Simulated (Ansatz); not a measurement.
Ansatz results at the PBE0-D4/def2-TZVP geometry: HOMO energy (PBE0/def2-TZVPP) -8.71 eV; size of the dipole moment (ωB97M-V/def2-TZVPP) 0.87 D; LUMO energy (B3LYP/def2-TZVPP) -3.25 eV.

Each molecule was computed in one conformer, which needn't be the lowest.

Question: Which molecule gave them?
A. `[OH][Nb]([OH])([Cl])([Cl])[Cl]`
B. `[NH]=[Nb]([Cl])([Cl])[Cl]`
C. `[NH]=[Nb]([NH2])([NH2])[F]`
D. `[NH2][Nb](=[O])([OH])[OH]`

Answer: A. The others give `[NH2][Nb](=[O])([OH])[OH]`: -8.06, 5.48, -1.02; `[NH]=[Nb]([Cl])([Cl])[Cl]`: -8.80, 1.61, -2.98; `[NH]=[Nb]([NH2])([NH2])[F]`: -7.39, 2.44, -0.77.

B3LYP here is the variant with VWN-RPA as its local correlation; programs differ in this.
